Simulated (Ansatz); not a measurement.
Al₆N₇H₂₀⁺, a cluster cut from zinc blende AlN (hydrogen-capped) was relaxed with PBE-D4 (def2-SVP) in Ansatz in these states: charge +1 singlet, charge +2 doublet, neutral doublet. The geometries follow in no particular order.

A:

```xyz
33

N    -1.425    1.530   -1.874
N    -0.091   -1.690    2.863
N     0.232    1.905    0.613
N    -1.585   -0.598    0.337
N    -0.216   -1.235   -2.356
N     1.434   -0.933    0.236
N     1.597    1.196   -1.974
Al   -1.709   -0.707    2.312
Al   -1.559    1.300    0.116
Al   -0.026    0.631   -2.874
Al    1.662   -1.082    2.199
Al    1.810    0.926    0.004
Al   -0.199   -1.665   -0.414
H    -1.407    2.545   -2.078
H    -2.348    1.257   -2.254
H    -0.209   -2.707    2.714
H    -0.047   -1.606    3.894
H     0.337    2.913    0.410
H     0.262    1.860    1.649
H    -2.490   -0.979    0.012
H    -1.083   -1.624   -2.766
H     0.517   -1.801   -2.818
H     2.211   -1.501   -0.146
H     1.787    2.192   -2.183
H     2.412    0.731   -2.414
H    -1.406    0.853    2.655
H    -3.038   -1.455    2.769
H    -2.796    2.187    0.561
H    -0.051    0.885   -4.440
H     1.731    0.504    2.549
H     2.822   -2.106    2.572
H     3.237    1.517    0.359
H    -0.368   -3.240   -0.232
```

B:

Cartesian coordinates in Å:
```
N 2.091 0.204 1.986
N -2.582 1.447 -1.541
N -0.782 -0.842 1.671
N -0.007 1.713 0.159
N 2.411 0.170 -1.100
N -0.530 -0.868 -1.387
N 1.563 -2.393 0.430
Al -1.876 2.317 0.089
Al 0.225 0.825 1.843
Al 2.767 -0.871 0.515
Al -2.452 -0.525 -1.616
Al -0.348 -1.995 0.153
Al 0.539 0.717 -1.378
H 2.156 -0.390 2.857
H 2.713 1.030 2.170
H -2.177 1.875 -2.391
H -3.586 1.683 -1.595
H -0.645 -1.394 2.546
H -1.798 -0.612 1.634
H 0.552 2.589 0.175
H 3.012 1.026 -1.101
H 2.729 -0.370 -1.938
H -0.260 -1.419 -2.226
H 1.645 -2.903 1.351
H 1.876 -3.084 -0.296
H -2.637 1.590 1.315
H -1.931 3.912 -0.094
H -0.148 1.703 3.125
H 4.318 -1.252 0.627
H -3.174 -1.046 -0.266
H -2.933 -1.033 -3.062
H -1.175 -3.360 0.091
H 0.443 1.557 -2.747
```

C:

```xyz
33

N     1.6929   -1.8092    1.4305
N    -3.1189    0.6307   -1.2479
N     1.3265   -0.8555   -1.3939
N    -1.1809   -1.1209    0.4199
N     0.3256    0.6696    2.5221
N    -0.2943    1.6047   -0.4190
N     2.6143    1.0212    0.5656
Al   -2.5314   -1.2273   -0.9811
Al    0.4540   -2.0296   -0.0879
Al    2.1116   -0.0304    2.1427
Al   -1.5807    1.6796   -1.8814
Al    1.4630    1.0673   -1.0351
Al   -1.0361    0.6790    1.1053
H     2.5802   -2.2928    1.1946
H     1.3507   -2.3921    2.2176
H    -3.5667    1.0375   -0.4055
H    -3.8696    0.6546   -1.9641
H     2.2766   -1.2237   -1.5839
H     0.8658   -0.9859   -2.3123
H    -1.5992   -1.7220    1.1582
H    -0.0677    0.1704    3.3419
H     0.4116    1.6351    2.8914
H    -0.1941    2.6112   -0.1777
H     3.5681    0.7425    0.2664
H     2.7796    1.9973    0.8762
H    -1.3854   -0.8679   -2.4334
H    -3.5710   -2.4118   -0.9885
H     0.2654   -3.5260   -0.5606
H     3.1450   -0.0044    3.3326
H    -1.0806    0.0625   -2.7175
H    -1.7919    3.0203   -2.6824
H     2.0442    1.9287   -2.2259
H    -2.4062    1.2873    1.6332
```

Problem. Judge from the bond lengths which geometry belongs to which state (an estimate).

Solution. A is the charge +1 singlet (Al11–H30 1.626 Å, Al8–H26 1.626 Å, N7–Al12 2.008 Å); B is the neutral doublet (Al11–H30 1.616 Å, Al8–H26 1.617 Å, N7–Al12 1.972 Å); C is the charge +2 doublet (Al11–H30 1.888 Å, Al8–H26 1.885 Å, N7–Al12 1.972 Å).

In the charge 2 doublet, H26 and H30 lie 1.02 Å apart (atoms count from 1), so these atoms are partly bonded to each other.
